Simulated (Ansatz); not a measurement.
Start from `CCOCOCC` and change one atom or group to get `CCOCCF`.

Ansatz, PBE0-D4/def2-TZVP geometries, multiplicity 1. Each molecule was computed in one conformer, which needn't be the lowest.

| property | `CCOCOCC` |
| --- | --- |
| HOMO energy (B3LYP/def2-TZVPP) / eV | -7.40 |
| size of the dipole moment (B3LYP/def2-TZVPP) / D | 0.22 |
| size of the dipole moment (ωB97M-V/def2-TZVPP) / D | 0.22 |
| LUMO energy (PBE/def2-TZVPP) / eV | 0.58 |
| size of the dipole moment (PBE/def2-TZVPP) / D | 0.23 |
| LUMO energy (B3LYP/def2-TZVPP) / eV | 1.05 |

(1) What does the change do to each property? (An estimate is asked.)

## Answers

(1) Ansatz gave: 
```csv
property,`CCOCCF`,shift
HOMO energy (B3LYP/def2-TZVPP) / eV,-7.46,-0.06
size of the dipole moment (B3LYP/def2-TZVPP) / D,1.87,1.65
size of the dipole moment (ωB97M-V/def2-TZVPP) / D,1.86,1.64
LUMO energy (PBE/def2-TZVPP) / eV,0.35,-0.23
size of the dipole moment (PBE/def2-TZVPP) / D,1.76,1.53
LUMO energy (B3LYP/def2-TZVPP) / eV,0.83,-0.22
```

Dipoles are sizes alone; their direction can turn.

B3LYP here is the variant with VWN-RPA as its local correlation; programs differ in this.
